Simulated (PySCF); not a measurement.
# Spinor energies of Er (erbium, neutral)

Start: [Xe] 4f12 6s2; 4f5/2 filled at m_j = -5/2, -3/2, -1/2, +1/2, +3/2, +5/2; 4f7/2 filled at m_j = -3/2, -1/2, +1/2, +3/2, +5/2, +7/2. Calculated with PySCF 2.14 in x2c-SVPall-2c with one added diffuse shell each of s, p, d, f type (8s11p10d4f1g, 128 functions): generalised Hartree-Fock with the X2C-1e Hamiltonian and a Gaussian nucleus; one run each with spin-orbit coupling (SO) switched off, then screened by Boettger's factors.

```tsv
spinor shell	electrons	ε, spin-free (eV)	ε, screened SO (eV)	weight of nominal j (screened SO)	rms radius, screened SO (bohr)
1s1/2	2	-57773.5	-57760.3	1.000	0.0231
2s1/2	2	-9834.0	-9830.0	1.000	0.0935
2p1/2	2	-8695.4	-9345.2	1.000	0.0798
2p3/2	4	-8695.4	-8422.6	1.000	0.0866
3s1/2	2	-2257.6	-2256.3	1.000	0.240
3p1/2	2	-1904.5	-2043.5	1.000	0.231
3p3/2	4	-1904.5	-1845.3	1.000	0.245
3d3/2	4	-1459.8	-1485.3	1.000	0.218
3d5/2	6	-1459.8	-1441.7	1.000	0.222
4s1/2	2	-471.58	-471.23	1.000	0.541
4p1/2	2	-352.94	-385.20	0.998	0.554
4p3/2	4	-352.94	-339.12	0.999	0.586
4d3/2	4	-190.86	-197.53	0.980	0.625
4d5/2	6	-190.86	-186.16	0.987	0.637
5s1/2	2	-63.124	-63.079	1.000	1.35
5p1/2	2	-32.841	-37.104	0.990	1.54
5p3/2	4	-32.841	-31.055	0.995	1.66
4f5/2	6	-13.712	-14.788	0.894	0.898
4f7/2	6	-13.712	-12.536	0.909	0.930
6s1/2	2	-5.216	-5.219	1.000	4.66
```

| quantity | spin-free | screened SO |
| --- | --- | --- |
| E (hartree) | -13076.17682 | -13087.02280 |
| M_J | 6 | 6 |
| ⟨J²⟩ | 42.018 | 42.018 |
| ⟨L²⟩ | 30.015 | 30.189 |
| ⟨S²⟩ | 2.003 | 2.084 |

Each row is a mean over spinors that exchange with the open shell spreads, by up to 12.957 eV (4d5/2).

Rows whose weight is well below 1 are mixtures of j = l ± 1/2: exchange outweighs spin-orbit coupling there, and the label is only the starting occupation.

Breit and QED terms are absent; they matter most for the inner s and p1/2 levels.

Densities and radii are taken from the X2C orbitals without a picture-change correction, which distorts them close to the nucleus.

Without spin-orbit coupling the j labels of p, d and f shells carry no meaning; the spin-free column gives the mean over the occupied spinors of each nl shell.
